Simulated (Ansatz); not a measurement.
Start from `Cl[SiH2][SnH3]` and change one atom or group to get `Cl[SiH2][SeH]`.

Ansatz, PBE0-D4/def2-TZVP geometries, multiplicity 1. Each molecule was computed in one conformer, which needn't be the lowest.

Elements past krypton have def2 core potentials. Scalar relativity is left out up to krypton.

| property | `Cl[SiH2][SnH3]` |
| --- | --- |
| HOMO–LUMO gap (PBE0/def2-TZVPP) / eV | 7.26 |
| ideal-gas entropy at 298 K and 1 bar (rigid rotor, harmonic PBE0-D4/def2-TZVP) / J/(mol·K) | 351 |
| HOMO–LUMO gap (PBE/def2-TZVPP) / eV | 5.33 |
| HOMO–LUMO gap (ωB97M-V/def2-TZVPP) / eV | 11.01 |
| LUMO energy (PBE/def2-TZVPP) / eV | -1.46 |
| size of the dipole moment (ωB97M-V/def2-TZVPP) / D | 1.21 |

Problem. Give the same properties after the change, and the shifts. (Estimate.)

Solution. Computed: 
```csv
property,`Cl[SiH2][SeH]`,shift
HOMO–LUMO gap (PBE0/def2-TZVPP) / eV,6.96,-0.30
"ideal-gas entropy at 298 K and 1 bar (rigid rotor, harmonic PBE0-D4/def2-TZVP) / J/(mol·K)",326,-25
HOMO–LUMO gap (PBE/def2-TZVPP) / eV,4.93,-0.40
HOMO–LUMO gap (ωB97M-V/def2-TZVPP) / eV,10.99,-0.02
LUMO energy (PBE/def2-TZVPP) / eV,-1.24,0.22
size of the dipole moment (ωB97M-V/def2-TZVPP) / D,1.58,0.37
```

With PBE0 the HOMO rises by 0.56 eV and the LUMO rises by 0.26 eV, so the gap narrows by about 0.30 eV. PBE moves the HOMO by 0.63 eV and ωB97M-V by 0.39 eV. The zero-point energy changes by -31.6 kJ/mol with -6 modes. Dipoles are sizes alone; their direction can turn.

Spin–orbit coupling is left out; it splits and shifts lone-pair levels of the heavy atoms by tenths of an eV.
